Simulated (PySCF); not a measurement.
`InChI=1S/C6H11FO2/c1-4(8)6-2-5(3-7)9-6/h4-6,8H,2-3H2,1H3/t4-,5-,6-/m1/s1`

Geometry (Å), atoms numbered from 1 in this order:
```xyz
20

C    -2.655    0.685   -0.312
C    -1.673   -0.385    0.167
O    -1.568   -1.441   -0.755
C    -0.291    0.240    0.408
C     0.845   -0.738    0.732
C     1.461   -0.250   -0.584
C     2.781    0.498   -0.443
F     3.379    0.667   -1.664
O     0.341    0.607   -0.829
H    -2.839    1.411    0.474
H    -2.237    1.197   -1.176
H    -3.595    0.219   -0.593
H    -2.025   -0.841    1.099
H    -1.179   -1.073   -1.560
H    -0.375    1.098    1.082
H     0.537   -1.781    0.727
H     1.418   -0.514    1.626
H     1.564   -1.005   -1.372
H     3.480   -0.079    0.172
H     2.624    1.495   -0.021
```

Computed, not measured: GIAO KT3/pcSseg-1 magnetisability, rotational g tensor and spin-rotation constants, non-relativistic, gas phase (PySCF 2.14.0). Geometry: GFN2-xTB.

**Question.** Give the nuclear spin-rotation constants along the inertial axes (H = +C I·J) beside the isotropic shieldings.

**Answer.** Rotational constants 3.8152, 0.8107, 0.7860 GHz. A star marks the isotopologue with that one atom substituted, in its own axes.
```tsv
atom	isotope	Caa (kHz)	Cbb (kHz)	Ccc (kHz)	mean (kHz)	σ (ppm)
F8	19F	1.128	0.562	0.322	0.671	392.1
H10	1H	-0.403	-0.087	0.010	-0.160	30.9
H11	1H	-0.271	-0.018	-0.077	-0.122	30.4
H12	1H	-0.003	-0.090	-0.063	-0.052	30.4
H13	1H	-0.171	-0.015	-0.073	-0.086	28.3
H14	1H	-0.292	-0.056	-0.062	-0.137	30.2
H15	1H	-0.389	-0.074	0.045	-0.139	27.3
H16	1H	-0.296	-0.015	-0.052	-0.121	28.6
H17	1H	-0.319	-0.073	-0.009	-0.134	29.8
H18	1H	-0.388	-0.088	0.063	-0.138	26.8
H19	1H	-0.219	0.018	-0.080	-0.093	27.1
H20	1H	-0.346	-0.042	0.013	-0.125	26.5
C1	13C*	0.631	0.115	0.111	0.286	163.7
C2	13C*	0.956	0.194	0.155	0.435	111.2
O3	17O*	-0.355	-0.058	-0.082	-0.165	287.9
C4	13C*	1.013	0.179	0.195	0.462	101.1
C5	13C*	0.512	0.140	0.136	0.262	157.4
C6	13C*	0.993	0.175	0.201	0.457	101.7
C7	13C*	0.948	0.215	0.199	0.454	93.0
O9	17O*	-0.399	-0.086	-0.095	-0.193	263.3
```
For the geometry as given, no vibrational averaging.
